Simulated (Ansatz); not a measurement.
Program: Ansatz. Geometries: PBE0-D4/def2-TZVP. ΔE: electronic, gas phase. CCSD(T)/CBS adds triple-zeta CCSD(T) − MP2 to the extrapolated MP2 energy (def2 sets, frozen cores). DFT in def2-TZVPP. B3LYP here is the variant with VWN-RPA as its local correlation; programs differ in this. HSE06 is defined as in plane-wave codes. For Ge outer-core shells are correlated without core-valence functions, which leaves a few kJ/mol of doubt a bond. Scalar relativity is left out up to krypton. Each species was taken in one conformer, which may not be the lowest.

Consider the ligand exchange at a B–C bond: `BCN[SiH3]` + `[NH2][GeH3]` → `B[NH][GeH3]` + `CN[SiH3]`.

```csv
level,ΔE (kJ/mol),difference from CCSD(T)/CBS
LDA (SPW92),-147.1,-0.2
PBE-D4,-143.8,3.1
revPBE-D4,-142.3,4.6
BLYP-D4,-148.1,-1.2
r2SCAN-D4,-144.7,2.2
B97M-V,-142.9,4.0
PBE0-D4,-143.5,3.4
B3LYP-D4,-147.9,-1.0
r2SCAN0-D4,-144.8,2.1
BHLYP-D4,-148.2,-1.3
CAM-B3LYP-D4,-148.5,-1.6
ωB97X-V,-143.7,3.2
ωB97M-V,-145.1,1.8
B2PLYP,-149.6,-2.7
PBE-QIDH,-146.8,0.1
PBE,-143.8,3.1
revPBE,-141.9,5.0
BLYP,-147.7,-0.8
r2SCAN,-144.8,2.1
PBE0,-143.5,3.4
B3LYP,-147.6,-0.7
r2SCANh,-144.9,2.0
r2SCAN0,-144.9,2.0
HSE06,-143.6,3.3
BHLYP,-147.6,-0.7
CAM-B3LYP,-148.4,-1.5
LC-ωPBE,-143.6,3.3
RPA@PBE/def2-TZVPP,-152.0,-5.1
HF/def2-SVP,-154.6,-7.7
MP2/def2-SVP,-166.8,-19.9
CCSD/def2-SVP,-164.4,-17.5
CCSD(T)/def2-SVP,-166.5,-19.6
HF/def2-TZVPP,-145.3,1.6
SCS-MP2/def2-TZVPP,-151.4,-4.5
CCSD(T)/def2-TZVPP,-150.4,-3.5
HF/def2-QZVPP,-144.9,2.0
MP2/def2-QZVPP,-149.2,-2.3
SCS-MP2/def2-QZVPP,-149.3,-2.4
MP2/CBS(def2),-147.8,-0.9
CCSD/CBS(def2),-145.3,1.6
CCSD(T)/CBS,-146.9,0
```

Largest T1 diagnostic among the species: 0.013.

At CCSD(T), def2-SVP lies −19.6 kJ/mol from the extrapolated value and def2-TZVPP −3.5 kJ/mol. In def2-TZVPP, CCSD(T) changes the Hartree–Fock value by −5.1 kJ/mol (the triples alone add −1.5 kJ/mol) and MP2 by −6.0 kJ/mol.
